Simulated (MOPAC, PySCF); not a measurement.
C4H8BN, SMILES `C(/B)(C=C)=C\N`, neutral singlet in the gas phase. 

Cartesian coordinates (Å):
SMILES: B/C(C=C)=C/N
```xyz
14

B     -1.1129    -1.2399     0.9181
C     -0.3540    -0.1768     0.1650
C      0.9353    -0.3778    -0.5001
C      1.8363    -1.3115    -0.2006
C     -0.9629     1.0523     0.1015
N     -0.4778     2.1651    -0.4692
H     -0.7030    -2.3595     1.0379
H     -2.1723    -0.9568     1.4099
H      1.1712     0.2801    -1.3393
H      2.7547    -1.4069    -0.7673
H      1.6779    -2.0096     0.6135
H     -1.9407     1.1723     0.5571
H     -0.9981     3.0213    -0.4559
H      0.4496     2.1882    -0.8534
```
Charge 0, multiplicity 1.

All levels are single points at this geometry (PBE0-D4/def2-TZVP); Pople sets use spherical d functions. Orbital energies aren't observables, and empty levels follow the basis.

PM6 in MOPAC gives dipole (D) = 4.44.

Task: Estimate the dipole (D) from each of these levels: B3LYP-D3(BJ)/def2-TZVP in PySCF; PBE0-D4/def2-TZVP in PySCF; B3LYP/3-21G in PySCF; PBE/6-31G* in PySCF; PM7 in MOPAC.

Result: 
```tsv
level	dipole (D)
B3LYP-D3(BJ)/def2-TZVP in PySCF	4.45
PBE0-D4/def2-TZVP in PySCF	4.47
B3LYP/3-21G in PySCF	4.89
PBE/6-31G* in PySCF	4.76
PM7 in MOPAC	4.41
```
